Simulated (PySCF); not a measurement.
## What builds the second ionisation energy along the 4p block

All values are computed (PySCF 2.14, energy differences of UHF-based or UKS calculations, no spin-orbit coupling). Each column adds one step, in eV (sums use unrounded values): valence MP2, valence CCSD, valence triples, then the next inner shell at CCSD(T) (Ga 3s 3p 3d, Ge 3s 3p 3d, As 3s 3p 3d, Se 3s 3p 3d, Kr 3s 3p 3d). References (NIST) marked * lie between the lowest fine-structure levels; the others compare directly ((s) semi-empirical, (t) theoretical).

| element | UHF | + MP2 | + CCSD | + (T) | + inner shell | sum | reference |
| --- | --- | --- | --- | --- | --- | --- | --- |
| Ga [Ar] 3d10 4s2 → [Ar] 3d10 4s1 (ANO-RCC-VTZP, spin-free X2C) | 18.771 | 0.669 | 0.324 | 0.000 | 0.525 | 20.290 | 20.515 |
| Ge [Ar] 3d10 4s2 4p1 → [Ar] 3d10 4s2 (ANO-RCC-VTZP, spin-free X2C) | 15.253 | 0.172 | 0.080 | 0.014 | 0.061 | 15.579 | 15.789 |
| As [Ar] 3d10 4s2 4p2 → [Ar] 3d10 4s2 4p1 (ANO-RCC-VTZP, spin-free X2C) | 17.987 | 0.365 | 0.031 | 0.024 | 0.069 | 18.476 | 18.589 * |
| Se [Ar] 3d10 4s2 4p3 → [Ar] 3d10 4s2 4p2 (ANO-RCC-VTZP, spin-free X2C) | 20.856 | 0.498 | -0.034 | 0.028 | 0.055 | 21.404 | 21.196 ± 0.01 * |
| Kr [Ar] 3d10 4s2 4p5 → [Ar] 3d10 4s2 4p4 (ANO-RCC-VTZP, spin-free X2C) | 23.231 | 0.828 | 0.008 | 0.030 | 0.044 | 24.140 | 24.360 * |

What remains against the references is mostly basis incompleteness and, for starred values, spin-orbit coupling.

These are valence bases, so the inner-shell step is incomplete.
